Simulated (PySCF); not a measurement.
Gas-phase reaction: ZnCH3 + N ⇌ ZnH2 + HCN

Method: PySCF energies plus ideal-gas RRHO corrections (1 bar). † marks an energy on the PBE0/def2-TZVP geometry and frequencies; other levels use their own. MP2 freezes the core. 6-31G* has spherical d functions here. Open shells (unrestricted): ZnCH3 (multiplicity 2), N (multiplicity 4); the rest are closed-shell singlets. B3LYP is the form with VWN-RPA correlation. Zn: all electrons, no relativistic terms. ZnCH3, ZnH2: computed as isolated molecules; such fragments, hydroxides, amides, oligomers or adducts are transient or little studied in the gas. MP2 isn't extrapolated to the basis-set limit; its ΔH°(298 K) is -383.9 kJ in def2-SVP and -405.0 kJ in def2-TZVPP. The harmonic model lacks anharmonicity and excited electronic states, which grow with temperature; levels with a mode under 35 cm⁻¹ are left out.

```csv
level,"ΔE electronic, kJ","ΔH°(298 K), kJ","ΔS°(298 K), J/K","ΔG°(2000 K), kJ"
B3LYP/6-31G*,-346,-363,-2,-366
B3LYP/def2-TZVP†,-388,-403,-6,-394
HF/def2-TZVP†,-119,-134,-6,-125
M06-2X/def2-TZVP†,-359,-374,-6,-365
MP2/def2-TZVPP†,-390,-405,-6,-396
PBE/def2-TZVP†,-407,-422,-6,-413
PBE0/def2-QZVP†,-360,-375,-6,-366
PBE0/def2-TZVP,-358,-373,-6,-364
r2SCAN/def2-TZVP†,-357,-372,-6,-363
ωB97X-V/def2-TZVP†,-392,-407,-6,-398
```
ΔH° is lowest at PBE/def2-TZVP† and highest at HF/def2-TZVP†. No reference value is set beside these.
